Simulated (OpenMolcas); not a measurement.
**Sn+: RASPT2 settings compared**

```yaml
Program: OpenMolcas 26.06
Basis: ANO-RCC-VQZP [8s7p5d3f2g]
Scalar_Hamiltonian: DKH2, point nucleus
Active_space: 3 electrons in 9 orbitals (RAS2 5s 5p; RAS3 5d, at most 2 electrons)
State_averaging: 2S+1 = 4 odd, 1 root (0 in the spin-orbit step); 2S+1 = 2 odd, 3 roots; 2S+1 = 4 even, 3 roots; 2S+1 = 2 even, 9 roots
Spin-orbit_coupling: state interaction with AMFI integrals over the reference wave functions, term energies averaged over their components
```

Methods on the same reference wave functions:
A. RASSCF
B. SS-RASPT2, IPEA 0.1 Eh, no level shift (closed shells correlated: 4s 4p 4d)
C. SS-RASPT2, IPEA 0.4 Eh, imaginary shift 0.1 Eh (closed shells correlated: 4d)
D. XMS-RASPT2, IPEA 0.4 Eh, sigma2 regulariser 0.2 Eh (closed shells correlated: 4d)

Energies in eV above 5s² 5p ²P°_1/2, the measured ground level; measured values from NIST Handbook of Basic Atomic Spectroscopic Data.

```json
{"Level": "5s² 5p ²P°_1/2", "A": "0.0000", "B": "0.0000", "C": "0.0000", "D": "0.0000", "Measured": "0.0000"}
{"Level": "5s² 5p ²P°_3/2", "A": "0.4731", "B": "0.473", "C": "0.473", "D": "0.473", "Measured": "0.5271"}
{"Level": "5s 5p² ⁴P_1/2", "A": "5.0430", "B": "5.800", "C": "5.760", "D": "5.757", "Measured": "5.7608"}
{"Level": "5s 5p² ⁴P_3/2", "A": "5.2277", "B": "5.991", "C": "5.950", "D": "5.946", "Measured": "5.9969"}
{"Level": "5s 5p² ⁴P_5/2", "A": "5.4813", "B": "6.238", "C": "6.198", "D": "6.194", "Measured": "6.2898"}
{"Level": "5s 5p² ²D_3/2", "A": "7.0615", "B": "7.336", "C": "7.362", "D": "7.356", "Measured": "7.2957"}
{"Level": "5s 5p² ²D_5/2", "A": "7.1159", "B": "7.402", "C": "7.426", "D": "7.419", "Measured": "7.3725"}
```

Deviations, from unrounded energies. A percentage is the sum of absolute deviations over the sum of measured energies, with the sign that they share, or ± where signs differ.

```tsv
Against measurement	Levels	A	B	C	D
mean absolute deviation (cm-1)	6	3800	300	420	420
fine structure of the ground term (%)	1	-10.3	-10.3	-10.3	-10.3
other configurations (%)	5	-8.5	±0.5	±0.8	±0.8
```

B lies closest to measurement on these levels and A furthest from it. The largest miss of B in the table is 5s² 5p ²P°_3/2, by -440 cm-1. The ranking rests on the paired levels alone, and a cruder setting can come out closer through cancelling errors.

Among B to D the level of the table that moves most is 5s 5p² ⁴P_3/2, by 360 cm-1 (lowest in D, highest in B). Moves below CASPT2's spread within the term are not significant.

The lowest spin-free term lies below A's lowest term by 0.683 hartree in B, 0.446 hartree in C, 0.447 hartree in D.

CASPT2 breaks the degeneracy within a term, and the mean is taken; among the terms shown or strongly mixed into the levels shown the widest spread is 110 cm-1 (5s 5p² ²D, D). Some high roots are left out of the spin-orbit mixing, which shifts the levels that they would mix with. Active for correlation alone: 5d; no level in the range computed is led by a configuration that fills it, so any true level of that kind is missing. Some terms mix strongly with configurations of 5d, whose occupation reaches 0.31 (5s 5p² ²D). Measured partners are found by configuration, term and J. A level has none where our copy of the source lacks it or the pairing is in doubt (some pairs that miss far off the trend of their configuration count as doubtful), and it then counts in no deviation. Only configurations of the active space appear. The table leaves out levels that lie high or whose names do not pair safely across all columns.

° marks odd parity.
